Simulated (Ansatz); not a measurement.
Input and output for `C[P+](C)(C)[Cu-][OH]`.

```yaml
crystal:
  periodic: [false, false, false]
  atoms:
    - {symbol: C, position_ang: [-0.543902, -1.473142, 0.794074]}
    - {symbol: P, position_ang: [0.036293, 0.067097, 0.006998]}
    - {symbol: C, position_ang: [1.809253, -0.157229, -0.068955]}
    - {symbol: C, position_ang: [-0.490735, -0.227379, -1.713073]}
    - {symbol: Cu, position_ang: [-0.657496, 1.901669, 0.881606]}
    - {symbol: O, position_ang: [-1.153156, 3.520722, 1.482621]}
    - {symbol: H, position_ang: [-0.168044, -1.449301, 1.896870]}
    - {symbol: H, position_ang: [-0.126136, -2.372244, 0.319425]}
    - {symbol: H, position_ang: [-1.625698, -1.491189, 0.833254]}
    - {symbol: H, position_ang: [2.244561, 0.617100, -0.674284]}
    - {symbol: H, position_ang: [2.107612, -1.157876, -0.541838]}
    - {symbol: H, position_ang: [2.229854, -0.064024, 0.907613]}
    - {symbol: H, position_ang: [-0.111763, 0.496566, -2.401156]}
    - {symbol: H, position_ang: [-0.017429, -1.183572, -2.157665]}
    - {symbol: H, position_ang: [-1.536112, -0.265371, -1.815009]}
    - {symbol: H, position_ang: [-1.814509, 3.456417, 2.153504]}
basis:
  gaussian: {orbitals: aug-pcseg-2, fitting: {mean_field: def2-universal-jkfit}}
hamiltonian: {xc: {name: HSE06}, dispersion: d3bj}
output: {forces: true}
```

```sh
$ ansatz run in.yaml --threads 2 --pin off --events-out ev --progress --plain --max-ram 22528MiB --backend cuda --devices 0, --max-vram 18GiB
```

Shortened log:

```
Functional definition: HSE06
874 factors; integrals over basis functions are off by at most 1.1e0 eV
874 factors; integrals over basis functions are off by at most 5.9e-7 eV
mean field evaluation 1: about -59217.6962 eV, gradient 1.1e2 eV
mean field evaluation 2: about -58961.3979 eV, gradient 4.1e2 eV
mean field evaluation 4: about -59236.8184 eV, gradient 5.1e1 eV
mean field evaluation 8: about -59239.2499 eV, gradient 6.5e-1 eV
mean field evaluation 16: about -59239.2548 eV, gradient 6.2e-4 eV
mean field -59239.25479716 eV, -2177.0024599865 hartree, gradient 5.7e-5 eV, S^2 0.000000; 0 other end points of the search recorded, 0 dependent functions left out
reference -59239.25488005 eV, -2177.0024630328 hartree; 40, 40 occupied and 505, 505 virtual orbitals, 874 factors
Total energy: -59239.55193843 eV, -2177.0133797269 hartree
Atom 0 at    -0.543902    -1.473142     0.794074 Å, force     1.153971     0.079072     2.140979 eV/Å
Atom 1 at     0.036293     0.067097     0.006998 Å, force    -0.818733    -0.305399    -0.285325 eV/Å
Atom 2 at     1.809253    -0.157229    -0.068955 Å, force     0.610952    -1.617094    -1.165238 eV/Å
Atom 3 at    -0.490735    -0.227379    -1.713073 Å, force     2.211106    -1.811170    -0.762700 eV/Å
Atom 4 at    -0.657496     1.901669     0.881606 Å, force     0.069390     0.067630    -0.084132 eV/Å
Atom 5 at    -1.153156     3.520722     1.482621 Å, force     0.464828    -0.106087    -0.465587 eV/Å
Atom 6 at    -0.168044    -1.449301     1.896870 Å, force    -0.671170    -0.110100    -1.821770 eV/Å
Atom 7 at    -0.126136    -2.372244     0.319425 Å, force    -0.223206     0.257055     0.012920 eV/Å
Atom 8 at    -1.625698    -1.491189     0.833254 Å, force    -0.205356    -0.105546    -0.089764 eV/Å
Atom 9 at     2.244561     0.617100    -0.674284 Å, force     0.185393     0.459932    -0.328198 eV/Å
Atom 10 at     2.107612    -1.157876    -0.541838 Å, force    -0.464396     1.257213     0.748152 eV/Å
Atom 11 at     2.229854    -0.064024     0.907613 Å, force     0.336197    -0.083535     0.752264 eV/Å
Atom 12 at    -0.111763     0.496566    -2.401156 Å, force     0.161119     1.026580    -0.207394 eV/Å
Atom 13 at    -0.017429    -1.183572    -2.157665 Å, force    -0.877372     1.029605     1.026929 eV/Å
Atom 14 at    -1.536112    -0.265371    -1.815009 Å, force    -1.411824    -0.109153    -0.010587 eV/Å
Atom 15 at    -1.814509     3.456417     2.153504 Å, force    -0.520897     0.070997     0.539452 eV/Å
Dipole moment:     0.358103    -1.418100    -0.459037 e Å
```

Run time 8 s (2 threads of an AMD EPYC 7R13 on a shared host and a share of an NVIDIA H100 80 GB); peak host memory 1.2 GiB.
